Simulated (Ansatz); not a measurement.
Ideal-gas functions of H$_{3}$PSe (`P[SeH]`) at 600 K and 1 bar, from an Ansatz frequency run at PBE0-D4/def2-TZVP.

Molar mass 112.96 g/mol, point group Cs (symmetry number 1), electronic degeneracy 1, moments of inertia 5.997, 123.103, 124.83 u Å². Harmonic wavenumbers (cm⁻¹, unscaled): 197, 390, 679, 791, 859, 1130, 2407, 2413, 2442.

Use S(trans) = R[1.5 ln M + 2.5 ln T − 1.1517]; rotational temperatures θ = 24.2544 K / I; S(rot) = R[ln(√π/σ · √(T³/θAθBθC)) + 1.5]; for each mode x = 1.438777 ν̃/T, S = R[x/(eˣ − 1) − ln(1 − e⁻ˣ)] and H = RT x/(eˣ − 1); 1 cm⁻¹ = 0.0119627 kJ/mol; R = 8.31446 J/(mol·K).

Q: By hand: the entropy, in J/(mol·K).

A: Translation 182.3. Rotation: θ = 4.0444, 0.197, 0.1943 K, giving 104.8. Vibration, mode by mode: 14.63, 9.17, 5.12, 4.14, 3.64, 2.18, 0.18, 0.17, 0.16, in all 39.4. Electronic 0.0. Sum 326.5 J/(mol·K).

Q: By hand: H − E and G − E in kJ/mol, counted from the electronic energy.

A: Zero-point energy ½ × 11308 × 0.0119627 = 67.6; thermal vibration 13.3; translation, rotation and pV give 4 RT = 20.0. H − E = 100.9 kJ/mol, and G − E = 100.9 − 600 × 326.5/1000 = -95.0 kJ/mol.

Vibration gives 12 % of the entropy.
